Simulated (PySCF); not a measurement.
C₂H₁₃NSi₃, SMILES C[Si@H](C[SiH3])[SiH2]N. Coordinates come from a B3LYP-D3(BJ)/def2-SVP optimisation. The structure was generated by enumeration; whether it is a known compound was not checked. The values are those of a single conformer.

Question: Give the equilibrium geometry at B3LYP-D3(BJ)/def2-SVP (PySCF confirms it by a frequency run) as a Z-matrix. (Estimate from the structure and the level; the computed values follow.)

Answer: This is not unique; one that fits is 
```
Si
H 1 1.4965
C 1 1.8943 2 108.74
H 3 1.1021 1 110.98 2 59.81
H 3 1.1021 4 107.85 1 121.32
H 3 1.1022 4 107.98 5 116.79
C 1 1.8961 2 108.64 3 120.62
H 7 1.1044 1 109.27 2 -61.18
H 7 1.1045 8 106.91 1 116.94
Si 7 1.8852 8 109.05 9 116.79
H 10 1.4925 7 110.51 8 61.92
H 10 1.4936 11 108.18 7 -120.22
H 10 1.4937 11 108.46 12 -117.27
Si 1 2.3523 2 109.42 3 -119.07
N 14 1.7471 1 106.85 2 80.30
H 15 1.0163 14 118.34 1 51.32
H 15 1.0169 16 109.74 14 -141.37
H 14 1.4931 15 107.32 16 172.43
H 14 1.5070 18 106.02 15 -124.15
```
